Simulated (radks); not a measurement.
Task: Cu20+, configuration 1s1 2s2 2p6 (not the ground configuration). All-electron calculation, scalar-relativistic Kohn-Sham, SCAN, spin-unpolarised, spherical densities, finite nucleus; meta-GGA in the generalised Kohn-Sham scheme; Fermi nuclear charge, rms radius 3.8823 fm. Program: a radial shooting solver on a logarithmic mesh with Libxc functionals. Some entries of the table are withheld. Estimate them.

orbital,occ.,eigenvalue (hartree),<r> (bohr),<1/r> (bohr^-1)
1s,1,-368.6233,0.05157,(1)
2s,2,(2),(3),(4)
2p,6,(5),0.1945,(6)

Result: 
(1) 1s <1/r> (bohr^-1): 29.42
(2) 2s eigenvalue (hartree): -70.86865
(3) 2s <r> (bohr): 0.2246
(4) 2s <1/r> (bohr^-1): 6.643
(5) 2p eigenvalue (hartree): -66.20287
(6) 2p <1/r> (bohr^-1): 6.537
